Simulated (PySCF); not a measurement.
B(Cl)(GeH3)(OH) (BClGeH4O), SMILES Cl[B]([GeH3])O. Geometry: PBE-D3(BJ)/def2-SVP. This is a generated structure with no PubChem entry under its InChIKey; it may be hypothetical. Other conformers were not sampled.

**Question.** Give the equilibrium geometry at PBE-D3(BJ)/def2-SVP (PySCF confirms it by a frequency run) as a Z-matrix, and its point group. (An estimate is asked for; the answer gives what the named calculation found.)

**Answer.** Several could match; the one computed here: point group Cs.
```
B
O 1 1.3517
H 2 0.9794 1 112.49
Cl 1 1.7886 2 119.72 3 0.00
Ge 1 2.0750 2 120.69 3 180.00
H 5 1.5513 1 112.57 2 0.00
H 5 1.5528 6 108.33 1 -122.19
H 5 1.5528 6 108.33 7 -115.62
```
